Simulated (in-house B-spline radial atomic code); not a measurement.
A fraction x of an electron is added to 3p in neutral chlorine, starting from [Ne] 3s2 3p5 and keeping the highest spin. Method: non-relativistic wB97X, spin-polarised, spherical fractional occupations, point nucleus. Calculated with an all-electron radial atomic-structure program (B-spline basis).

Caution: exact exchange at fractional occupations of open shells leaves self-interaction of up to several eV.

```csv
x,E(x) - E(0) (eV),3p down level (eV)
0,0.0000,-9.536
0.1,-0.9196,-8.859
0.2,-1.7723,-8.196
0.3,?,?
0.4,-3.2818,-6.910
0.5,?,?
0.6,-4.5401,-5.684
0.7,-5.0790,-5.096
0.8,-5.5600,-4.527
```

Question: What belongs in the row x = 0.3?

Answer: An energy change of -2.5592 eV; 3p down at -7.545 eV.

Question: What belongs in the row x = 0.5?

Answer: An energy change of -3.9416 eV; 3p down at -6.289 eV.

Question: Check Janak's theorem between x = 0.1 and 0.2.

Answer: The slope of the energy is -8.53 eV; the orbital levels give -8.53 eV (ε of the filling orbital, averaged over the two points).
